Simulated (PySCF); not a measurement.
Working with the constants of CSe

RHF-CCSD(T) constants of CSe, ¹Σ⁺ (singlet), closed shell (basis C x2c-TZVPPall, Se x2c-TZVPPall; spin-free X2C with a Gaussian nucleus; PySCF 2.14; masses 12.0000 and 79.9165 u):

```
ωe           : 1031.3 cm⁻¹
ωexe         : 4.64 cm⁻¹
Be           : 0.56967 cm⁻¹
αe           : 0.00368 cm⁻¹
De to C + Se : 6.04 eV
```

(1) What force constant and bond length do these constants imply?

(2) Estimate the centrifugal constant D from the Kratzer relation and find the Dunham coefficient a1.

Correlated steps freeze 10 core orbitals. Where the molecule has an RHF reference, its open-shell atoms are computed with UHF. The CCSD T1 diagnostic is raised, a sign that a single reference may not be enough here.

## Answers

(1) Reduced mass μred = 10.433 u; k = 5.8918×10⁻⁷·μred·ωe² (u, cm⁻¹, mdyn/Å) = 6.54 mdyn/Å; Re = √(16.8576/(μred·Be)) (u, cm⁻¹, Å) = 1.684 Å.

(2) D = 4Be³/ωe² = 6.95e-07 cm⁻¹; a1 = −1 − αeωe/(6Be²) = -2.95.
